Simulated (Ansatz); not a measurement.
Geometry optimisation, UKS PBE0-D4/def2-SVP in Ansatz.

The input (input.yaml):

```yaml
crystal:
  periodic: [false, false, false]
  atoms:
    - { symbol: Ge, position_ang: [0.61217, -0.167404, -0.015007] }
    - { symbol: H, position_ang: [-0.797211, 0.50827, 2.241942] }
    - { symbol: F, position_ang: [1.296884, 0.159062, -1.573182] }
    - { symbol: F, position_ang: [-0.469353, 1.175064, 0.271516] }
    - { symbol: F, position_ang: [-0.445924, -1.513028, -0.24209] }
    - { symbol: F, position_ang: [-0.194967, -0.161964, 2.458621] }
magnetization:
  spin_polarized: true
  initial_magnetization: 1
basis:
  gaussian: { orbitals: def2-SVP }
hamiltonian:
  xc: pbe0
  dispersion: d4
relax:
  f_tol: 0.03
  max_steps: 50
output:
  orbitals: {}
```

Launched with:

```bash
$ ansatz run input.yaml --threads 4 --pin off --max-ram 5120MiB --backend cpu --events-out ev --progress --plain --runs-dir out
```

Where does it end, and by what steps?

It converged. After 6 steps the energy has fallen by 0.021 eV; H2 moved furthest, 0.20 Å.

| step | energy less start (eV) | largest force component (eV/Å) | accepted |
| --- | --- | --- | --- |
| 0 | 0.0000 | 0.153 | yes |
| 1 | -0.0051 | 0.495 | yes |
| 2 | -0.0149 | 0.158 | yes |
| 3 | -0.0182 | 0.101 | yes |
| 4 | -0.0203 | 0.068 | yes |
| 5 | -0.0021 | 0.811 | no |
| 6 | -0.0206 | 0.021 | yes |

```xyz
6
Properties=species:S:1:pos:R:3
Ge 0.587 -0.204 0.030
H -0.688 0.560 2.081
F 1.282 0.206 -1.503
F -0.509 1.135 0.350
F -0.458 -1.544 -0.274
F -0.213 -0.154 2.457
```

Whether the end is a true minimum wasn't checked by a vibrational analysis.

Time of the run: 9.8 s on 4 threads of Intel(R) Xeon(R) Platinum 8559C (Emerald Rapids) (shared host), peak memory 0.32 GiB.
